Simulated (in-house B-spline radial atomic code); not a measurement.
The indium ion In³⁺ is squeezed into an impenetrable sphere of radius R (the orbitals vanish at R). Level of theory: non-relativistic PBE, spin-polarised, spherical fractional occupations, point nucleus; calculated with a radial B-spline atomic code at the basis-set limit.

Energies in eV above the free ion in [Kr] 4d10:

```csv
R (bohr),highest level (eV),[Kr] 4d10,[Ar] 3d9 4s2 4p6 4d10 4f1,[Kr] 4d9 4f1,-dE/dV in [Kr] 4d10 (GPa)
9,-48.5,0,474.4,41.63,6.69e-08
6.33,-48.5,0.0001121,475.1,42.33,0.000811
5.37,-48.5,0.002634,476.2,43.36,0.0254
4.15,-48.3,0.1261,479.5,46.69,1.95
3.81,-48.1,0.358,481.2,48.49,6.46
3.16,-46.9,2.536,487.4,55,65.4
2.69,-43.8,10.4,499,67.53,375
2.37,-38.8,27.8,519.4,89.17,1330
1.98,-24.2,97.55,592.7,165.6,7120
1.49,35.7,543.1,1043,620.4,77900
```

(1) Does [Ar] 3d9 4s2 4p6 4d10 4f1 fall below [Kr] 4d10 under compression?

(2) Does [Kr] 4d9 4f1 fall below [Kr] 4d10 under compression?

The highest level is first positive in the row R = 1.49 bohr, pushed up by confinement above the zero of the free ion's potential. Each configuration is held fixed and needn't be the lowest in the sphere.

Results:

(1) No, it stays above over the whole range.

(2) No, it stays above over the whole range.
